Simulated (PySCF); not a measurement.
Fill in the blanks.

CH10Si3.
Z-matrix (Å and degrees, PBE0-D3(BJ)/def2-SVP geometry), rows numbered from 1:
```
Si
C   1  1.8862
Si  2  1.8861  1  111.86
Si  2  1.8859  1  112.19  3  -126.95
H   1  1.4954  2  110.57  3   -55.96
H   1  1.4950  2  109.87  3    63.75
H   1  1.4951  2  110.63  3  -176.44
H   2  1.1071  1  106.70  3   116.43
H   3  1.4951  2  110.48  1    59.95
H   3  1.4949  2  109.83  1   -59.77
H   3  1.4955  2  110.74  1  -179.52
H   4  1.4950  2  110.50  1  -173.34
H   4  1.4954  2  110.71  1   -52.80
H   4  1.4952  2  109.86  1    66.95
```

```csv
property,level,value
"rotational constants A, B, C",PBE0-D3(BJ)/def2-SVP,"2.814, 2.803, 1.524 GHz"
dipole moment,PBE0/def2-SVPD,?
HOMO energy,PBE0/def2-SVPD,?
LUMO energy,PBE0/def2-SVPD,-0.08 eV
lowest singlet excitation,TDDFT PBE0/def2-SVPD,?
lowest triplet excitation (Tamm–Dancoff),TDA PBE0/def2-SVPD,7.12 eV
static isotropic polarisability,PBE0/def2-SVPD,96.5 au
vertical ionisation energy,ΔSCF PBE0/def2-SVPD,?
electronic spatial extent ⟨r²⟩ about the centre of nuclear charge,PBE0/def2-SVPD,858 bohr²
core binding energies,"ΔSCF SCAN, pcX-2 on the ionised atom, pcseg-1 elsewhere, spin-free X2C, 2p3/2 from a spin–orbit splitting computed afterwards within the 2p shell","Si2p3/2 106.7 (Si1/Si3/Si4), C1s 289.8 (C2), Si1s 1846.5 (Si1/Si3/Si4) eV"
```

Electronic properties: PySCF, gas phase, density fitting.

Question: The lowest singlet excitation?

Answer: 7.51 eV (165 nm, f = 0.035 summed over 2 states within 0.01 eV).

Question: What is the HOMO energy?

Answer: -8.78 eV.

Question: What is the dipole moment?

Answer: 0.70 D.

Question: The vertical ionisation energy?

Answer: 10.53 eV.

The vertical singlet–triplet gap S1 − T1 is 0.39 eV (TDDFT singlet less Tamm–Dancoff triplet). The rotational constants are those of a nearly oblate symmetric top. No computed singlet falls in the visible range (750 to 380 nm, 1.65 to 3.26 eV); S1 lies 4.25 eV above its blue end.
